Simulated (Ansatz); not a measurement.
`O=C[BH][GeH3]` + H₂O → `[OH][GeH3]` + `BC=O` at 500 K and 1 bar (formal hydrolysis of a Ge–B bond).

Program: Ansatz. Geometries: PBE0-D4/def2-TZVP. ΔE: electronic, gas phase. CCSD(T)/CBS adds triple-zeta CCSD(T) − MP2 to the extrapolated MP2 energy (def2 sets, frozen cores). This one scheme is used for every species. For Ge outer-core shells are correlated without core-valence functions, which leaves a few kJ/mol of doubt a bond. Scalar relativity is left out up to krypton. One conformer a species, not always the lowest.

| species | CCSD(T)/CBS energy (Eh) | H − E (kJ/mol) | S (J/(mol·K)) |
| --- | --- | --- | --- |
| `O=C[BH][GeH3]` | -2217.07554 | 183.0 | 400.9 |
| H₂O | -76.37941 | 73.2 | 206.3 |
| `[OH][GeH3]` | -2153.69723 | 124.0 | 309.0 |
| `BC=O` | -139.76288 | 127.0 | 302.2 |

H − E and S are ideal-gas, rigid-rotor, harmonic terms from PBE0-D4/def2-TZVP, for one conformer and one mirror image of each species. 1 Eh = 2625.50 kJ/mol, R = 8.31446 J/(mol·K).

By hand: ΔE, ΔH, ΔS and ΔG.

ΔE = (-2153.69723) + (-139.76288) − (-2217.07554) − (-76.37941) = -0.00516 Eh = -13.5 kJ/mol. Δ(H − E) = 124.0 + 127.0 − 183.0 − 73.2 = -5.2, so ΔH = -18.7 kJ/mol. ΔS = 309.0 + 302.2 − 400.9 − 206.3 = 4.0 J/(mol·K). ΔG = -18.7 − 500 × (4.0)/1000 = -20.7 kJ/mol.

By hand: the equilibrium constant, and the temperature at which ΔG would vanish if ΔH and ΔS stayed fixed.

log₁₀ K = −ΔG/(RT ln 10) = 2.2. ΔH and −TΔS have one sign here, so there is no such temperature. One of them is within its doubt of zero, so this could turn.

The number of gas molecules stays the same, so ΔS is small and ΔH decides. A doubt of 5 kJ/mol in ΔE shifts log₁₀ K by 0.5 here. Other conformers and mirror images would add mixing entropy, several J/(mol·K) or more a flexible species. These are equilibria of isolated gas molecules and say nothing of rates. Largest T1 diagnostic: 0.021 (customary marks: 0.02 for closed shells, 0.045 for open ones).
